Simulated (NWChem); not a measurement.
Species: C3H3N2, doublet; SMILES [c]1c[nH]cn1

```xyz
8

C      1.1882    -0.2082     0.0000
C      0.5909     1.0257     0.0000
N     -0.7549     0.7205     0.0000
C     -0.8701    -0.6317     0.0000
N      0.3165    -1.2064     0.0000
H      0.9681     2.0439     0.0000
H     -1.5197     1.3844     0.0000
H     -1.8333    -1.1418     0.0000
```
Atoms are numbered in this order, from 1.

Computed with NWChem. Spin-unrestricted. In the optimisation the excess spin sits in a' (Cs, its own frame). The geometry was optimised at PBE0/def2-SVP, spin-unrestricted. No stability test was run on the SCF state.

### Question
Estimate the computed values for LC-BLYP (range parameter 0.33 per bohr)/def2-SVP. Quantities: highest occupied level (eV); lowest empty minus highest occupied level, either spin (eV); dipole (D); <S²>.

### Answer
```json
{
 "highest occupied level (eV)": "-8.89",
 "lowest empty minus highest occupied level, either spin (eV)": "9.04",
 "dipole (D)": "4.35",
 "<S²>": "0.756"
}
```
